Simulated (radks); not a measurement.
The numbers below are computed, except where a source is named.
Task: Radial electron density D(r) = 4 pi r^2 rho(r) of an atom or ion with 28 electrons. Code: a radial shooting solver on a logarithmic mesh with Libxc functionals. Model: scalar-relativistic Kohn-Sham, LDA (Slater exchange, Perdew-Wang correlation), spin-unpolarised, spherical densities, point nucleus.

| r (bohr) | D(r) (e/bohr) |
|---|---|
| 0.005221 | 4.619 |
| 0.00669 | 6.889 |
| 0.008573 | 10.03 |
| 0.01099 | 14.17 |
| 0.01397 | 19.08 |
| 0.0179 | 24.72 |
| 0.02293 | 30.13 |
| 0.02939 | 34.06 |
| 0.03766 | 35.24 |
| 0.04788 | 33.42 |
| 0.06135 | 29.91 |
| 0.07862 | 28.01 |
| 0.1007 | 30.59 |
| 0.1281 | 36.40 |
| 0.1641 | 40.14 |
| 0.2103 | 35.93 |
| 0.2695 | 25.65 |
| 0.3426 | 18.45 |
| 0.4391 | 18.99 |
| 0.5626 | 22.33 |
| 0.721 | 20.74 |
| 0.9166 | 14.49 |
| 1.175 | 7.835 |
| 1.505 | 3.619 |
| 1.929 | 1.536 |
| 2.452 | 0.6034 |
| 3.142 | 0.1850 |
| 4.026 | 0.03995 |

What is the nuclear charge?

Result: Z = 29. The innermost maximum, from 1s, lies near gamma/Z bohr with gamma = sqrt(1 - (Z/c)^2) = 0.977, here 0.0337 bohr (found: 0.0365), and its height grows with Z. The density is that of the copper ion Cu+ in [Ar] 3d10; the configuration itself is not fixed sharply by these data, and Z only to about a unit. D(r) has 3 maxima, at r = 0.0365, 0.165, 0.600 bohr, and minima at 0.0786, 0.377 bohr, inside which lie 2.11, 10.85 electrons.
